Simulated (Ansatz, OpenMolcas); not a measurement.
**CH4ClGe (SMILES [CH3][GeH][Cl]): methods side by side**

CH4ClGe: 7 atoms, total charge 0, spin state doublet. SMILES: `[CH3][GeH][Cl]`. Geometry: relaxed at PBE0-D4/def2-TZVP.

| atom | x (Å) | y (Å) | z (Å) |
| --- | --- | --- | --- |
| C | -0.7331 | 0.4384 | -0.2619 |
| Ge | 0.7054 | -0.8855 | -0.1831 |
| Cl | 1.0170 | -1.3617 | 1.9095 |
| H | -0.4334 | 1.3145 | 0.3173 |
| H | -1.6462 | 0.0214 | 0.1608 |
| H | -0.9099 | 0.7294 | -1.2982 |
| H | 2.0614 | -0.3245 | -0.6901 |

Each level gives the energy change with the C1–H5 bond stretched from 1.089 to 1.253 Å (eV). The values are calculated.

| level | kind | program | value (eV) | less CCSD(T)/def2-SVP | CPU time (all runs) |
| --- | --- | --- | --- | --- | --- |
| USVWN5/def2-SVP | LDA | OpenMolcas | 0.26 | -0.04 | 40 s |
| UPBE/def2-SVP | GGA | OpenMolcas | 0.26 | -0.04 | 58 s |
| UTPSS/def2-SVP | meta-GGA | OpenMolcas | 0.28 | -0.02 | 85 s |
| U-r2SCAN0/def2-SVP | hybrid meta-GGA | Ansatz | 0.33 | +0.03 | 62 s |
| UHSE06/def2-SVP | range-separated hybrid | Ansatz | 0.31 | +0.01 | 30 s |
| UB2PLYP/def2-SVP | double hybrid | Ansatz | 0.31 | +0.01 | 30 s |
| RPA@PBE/def2-SVP | RPA | Ansatz | 0.27 | -0.03 | 34 s |
| UCCSD(T)/def2-SVP | coupled cluster or CI | Ansatz | 0.30 | 0.00 | 2 min |
| UCCSD/def2-SVP | coupled cluster or CI | Ansatz | 0.31 | +0.01 | 76 s |

Differences are taken from UCCSD(T)/def2-SVP for orientation; it has basis-set and higher-order errors of its own. All-electron rows without a relativistic Hamiltonian named are non-relativistic. The first shape isn't each level's own minimum. The values span 0.26 to 0.33 eV. In the correlated wave-function rows the outer d shell of Ge is correlated, in sets not made for it. Times are those of the runs behind each value, whatever else they computed, on shared processors of several kinds: orders of magnitude only.
